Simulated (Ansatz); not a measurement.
Consider the redistribution: `CC[Si]O[SiH3]` + `F[SiH]([SiH3])O[SiH3]` → `[SiH3]O[Si]O[SiH3]` + `CC[SiH](F)[SiH3]`.

Isolated molecules relaxed with PBE0-D4/def2-TZVP in Ansatz; ΔE leaves out vibrations. CCSD(T)/CBS adds triple-zeta CCSD(T) − MP2 to the extrapolated MP2 energy (def2 sets, frozen cores). DFT in def2-TZVPP. One conformer a species, not always the lowest.

`CC[Si]O[SiH3]`:

Cartesian coordinates in Å:
```
C 0.761 -1.039 -1.067
C 0.315 -1.460 0.336
Si -1.527 -1.080 0.653
O -1.517 0.571 0.643
Si -0.698 1.993 0.564
H 0.674 0.041 -1.215
H 0.160 -1.519 -1.846
H 1.804 -1.306 -1.257
H 0.922 -0.950 1.096
H 0.476 -2.535 0.475
H 0.725 1.811 0.959
H -0.755 2.511 -0.827
H -1.340 2.961 1.486
```

`F[SiH]([SiH3])O[SiH3]`:

Z-matrix (Å, degrees):
```
Si
Si 1 2.346
O 1 1.623 2 111.3
F 1 1.601 2 108.0 3 -119.2
H 1 1.482 2 114.4 3 122.2
H 2 1.488 1 109.4 3 -59.1
H 2 1.487 1 110.0 3 -178.8
H 2 1.487 1 110.3 3 60.7
Si 3 1.640 1 148.0 2 -40.3
H 9 1.487 3 109.7 1 29.9
H 9 1.483 3 109.7 1 -90.5
H 9 1.482 3 108.2 1 149.5
```

`[SiH3]O[Si]O[SiH3]`:

Z-matrix (Å, degrees):
```
Si
O 1 1.643
H 1 1.483 2 108.8
H 1 1.486 2 110.6 3 -120.2
H 1 1.483 2 108.8 3 119.6
Si 2 1.640 1 146.7 3 120.1
O 6 1.640 2 100.5 1 179.9
Si 7 1.643 6 146.7 2 -180.0
H 8 1.483 7 108.8 6 120.1
H 8 1.483 7 108.8 6 -120.3
H 8 1.486 7 110.6 6 -0.1
```

`CC[SiH](F)[SiH3]`:

Z-matrix (Å, degrees):
```
C
C 1 1.527
H 1 1.092 2 111.3
H 1 1.093 2 111.4 3 -120.1
H 1 1.093 2 111.3 3 119.8
Si 2 1.866 1 113.7 3 -60.0
H 2 1.096 1 110.6 3 62.3
H 2 1.097 1 110.7 3 179.4
Si 6 2.346 2 112.6 1 178.9
F 6 1.612 2 108.7 1 58.6
H 6 1.491 2 109.8 1 -57.5
H 9 1.488 6 110.7 2 -58.1
H 9 1.487 6 111.3 2 -179.3
H 9 1.490 6 109.0 2 61.0
```

```csv
species,BLYP-D4 energy (Eh)
`CC[Si]O[SiH3]`,-735.31348
`F[SiH]([SiH3])O[SiH3]`,-1047.98721
`[SiH3]O[Si]O[SiH3]`,-1022.75718
`CC[SiH](F)[SiH3]`,-760.56385
```

**Question.** Work out ΔE.

**Answer.** ΔE = (-1022.75718) + (-760.56385) − (-735.31348) − (-1047.98721) = -0.02034 Eh = -53.4 kJ/mol. CCSD(T)/CBS gives -52.5 kJ/mol.

Largest T1 diagnostic among the species: 0.014.

From BLYP to BHLYP (50 % exact exchange), in def2-TZVPP and without D4, ΔE moves by +6.2 kJ/mol. The D4 term adds +8.0 kJ/mol with B3LYP and +4.5 kJ/mol with PBE0; it sums over pairs of atoms, weighted by their polarisabilities, and B3LYP, whose exchange is more repulsive, gets the larger term.

B3LYP here is the variant with VWN-RPA as its local correlation; programs differ in this.
